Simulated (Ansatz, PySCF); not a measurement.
Reaction 3 R1 + R2 → 3 P1 + P2, each structure at its B3LYP-D3(BJ)/def2-TZVP stationary point, reached from a drawn start (curvature not checked).
P1, H2 (SMILES [H][H]) (charge 0, multiplicity 1):
```csv
atom,x (Å),y (Å),z (Å)
H,0.0000,0.0000,0.3720
H,0.0000,0.0000,-0.3720
```
R1, HCl (SMILES Cl) (charge 0, multiplicity 1):
```xyz
2

Cl     0.000     0.000     0.641
H      0.000     0.000    -0.641
```
R2: SiH4 (SMILES [SiH4]), charge 0, multiplicity 1.
P2: Cl3HSi (SMILES Cl[SiH](Cl)Cl), charge 0, multiplicity 1.

P less R. No zero-point or thermal terms.

Frozen-core correlation throughout.

Run with Ansatz (Gaussian basis) for Hartree–Fock, density functionals and correlated methods; PySCF for the D3/D4 terms. Each number belongs to the level named beside it.

Question: One of these levels gives -38.24 kcal/mol for the reaction energy. Which one is it?
A) HF/cc-pV(T+d)Z
B) CCSD(T)/cc-pV(D+d)Z
C) PBE-D3(BJ)/def2-TZVPP
D) B3LYP/def2-TZVPP

Answer: B, CCSD(T)/cc-pV(D+d)Z. The others give -43.79 (HF/cc-pV(T+d)Z), -54.22 (PBE-D3(BJ)/def2-TZVPP), -48.48 (B3LYP/def2-TZVPP)

Ansatz is an electronic-structure program.
